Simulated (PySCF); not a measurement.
Species: TMS, C4H12Si.
Cartesian coordinates in Å at the GFN2-xTB level; atoms count from 1:
```
atom  x, y, z in Å
C1    -0.4066   -1.2134   -1.4194
Si2   -0.0012   -0.0007   -0.0018
C3     0.0081    1.7855   -0.6754
C4    -1.3198   -0.1549    1.3703
C5     1.7161   -0.4155    0.7216
H6    -1.3797   -1.0036   -1.8532
H7    -0.4187   -2.2416   -1.0702
H8     0.3270   -1.1480   -2.2173
H9     0.2425    2.5019    0.1064
H10   -0.9581    2.0579   -1.0892
H11    0.7465    1.9077   -1.4621
H12   -2.3121    0.0753    0.9941
H13   -1.3509   -1.1605    1.7791
H14   -1.1170    0.5258    2.1917
H15    1.7463   -1.4264    1.1171
H16    2.4931   -0.3368   -0.0328
H17    1.9775    0.2592    1.5312
```

Jobs on this species (17 atoms, 50 electrons) with PySCF (density fitting). Hardware of each: Intel Xeon at 2.30 GHz, one thread, shared host. The host was shared with other jobs, so the times are rough. Peak memory is the resident size of the whole Python process, interpreter and libraries included.

| level and settings | work | basis functions | SCF cycles | wall time | peak memory |
| --- | --- | --- | --- | --- | --- |
| B97-2/def2-SVPD | shieldings | 200 | ? | ? | ? |
| CAM-B3LYP/def2-SVPD | shieldings | 200 | ? | ? | ? |
| BHandHLYP/def2-SVPD | shieldings | 200 | ? | ? | ? |
| BLYP/def2-SVPD | shieldings | 200 | 12 | 26 s | 1.1 GiB |
| B3LYP/def2-SVPD | shieldings | 200 | 10 | 20 s | 1.2 GiB |
| BP86/def2-SVPD | shieldings | 200 | 12 | 27 s | 1.1 GiB |
| mPW1PW91/def2-SVPD | shieldings | 200 | 12 | 22 s | 1.2 GiB |
| KT3/def2-SVPD | shieldings | 200 | 12 | 26 s | 1.1 GiB |
| OPBE/def2-SVPD | shieldings | 200 | 12 | 29 s | 1.1 GiB |

Problem. Fill in the missing figures.

Solution. 
- B97-2/def2-SVPD; shieldings: 18 s, 1.2 GiB, 11 SCF cycles
- CAM-B3LYP/def2-SVPD; shieldings: 23 s, 1.3 GiB, 10 SCF cycles
- BHandHLYP/def2-SVPD; shieldings: 16 s, 1.2 GiB, 10 SCF cycles

Problem. What do all jobs in the table cost together?

Solution. About 3.5 min; the longest takes about 14 % of that, and about 1.8 times as long as the shortest.
